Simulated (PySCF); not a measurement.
Harmonic spectrum computed at PBE0 in the def2-SVPD basis family (core potentials from Rb on, PySCF, no spin–orbit coupling):

```json
{"ω (cm⁻¹)": "69", "IR (km/mol)": "2.2"}
{"ω (cm⁻¹)": "493", "IR (km/mol)": "192"}
{"ω (cm⁻¹)": "505", "IR (km/mol)": "4.6"}
```

Which molecule gave it? In each, all ligands are bound to the one heavy central atom.
A. IrS₂⁻ (singlet)
B. ReS₂⁻ (triplet)
C. OsS₂⁻ (doublet)
D. TcS₂⁻ (quintet)

C. It has C2v symmetry with Os–S 2.122 Å (×2).
